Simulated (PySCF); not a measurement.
Frontier levels across methods

C2H8BFO.
Cartesian coordinates in Å at the PBE0-D3(BJ)/def2-SVP level; atoms count from 1:
```xyz
13
C2H8BFO angstrom
C     -0.7845   -1.0594   -0.3189
O     -0.1213   -0.0778    0.4717
C     -0.7708    1.1888    0.4752
B      1.5259    0.0069    0.1951
F      1.5981    0.4682   -1.1040
H     -1.8178   -1.1701    0.0396
H     -0.7732   -0.7655   -1.3796
H     -0.2305   -1.9949   -0.1875
H     -1.7976    1.0646    0.8483
H     -0.1961    1.8344    1.1477
H     -0.7757    1.6186   -0.5383
H      1.8560   -1.1593    0.3434
H      1.8731    0.8127    1.0443
```

Basis pcSseg-2 throughout (PySCF), one geometry. Geometry: PBE0-D3(BJ)/def2-SVP, one conformer, isolated molecule.

Question: How do the orbital energies, the gap and the dipole change with the method?

Answer: 
```csv
method,kind,HOMO (eV),LUMO (eV),gap (eV),μ (D),SCF cycles
OPBE,GGA,-6.13,-0.30,5.83,4.59,15
BLYP,GGA,-6.20,-0.40,5.79,4.62,15
PBE,GGA,-6.23,-0.39,5.85,4.60,15
B97-D,GGA,-6.28,-0.25,6.03,4.62,15
LDA,LDA,-6.30,-0.51,5.79,4.63,14
BP86,GGA,-6.35,-0.24,6.11,4.61,14
KT2,GGA,-6.36,-0.35,6.01,4.54,16
KT3,GGA,-6.39,-0.57,5.82,4.56,15
B97-2,global hybrid,-7.48,0.35,7.83,4.68,14
B3LYP,global hybrid,-7.56,0.01,7.56,4.69,13
PBE0,global hybrid,-7.74,0.32,8.06,4.69,14
mPW1PW91,global hybrid,-7.78,0.28,8.06,4.69,12
BHandHLYP,global hybrid,-9.22,0.80,10.02,4.76,12
CAM-B3LYP,range-separated hybrid,-9.24,0.96,10.20,4.74,13
wB97X-D,range-separated hybrid,-9.69,2.01,11.70,4.72,12
LC-wPBE,range-separated hybrid,-10.56,2.09,12.65,4.77,12
HF,Hartree–Fock,-11.47,2.36,13.84,4.84,10
```

The HOMO spans 5.34 eV, from OPBE down to HF, and the gap runs from 5.79 eV (LDA) to 13.84 eV (HF). Over the methods OPBE (0 %), BLYP (0 %), PBE (0 %), B97-D (0 %), LDA (0 %), BP86 (0 %), KT2 (0 %), KT3 (0 %), B97-2 (21 %), B3LYP (20 %), PBE0 (25 %), mPW1PW91 (25 %), BHandHLYP (50 %), HF (100 %), a straight line through the gap against the share of exact exchange rises by 0.80 eV for each 10 % (correlation coefficient 0.998). The dipole ranges from 4.54 D (KT2) to 4.84 D (HF). This basis has no diffuse functions.
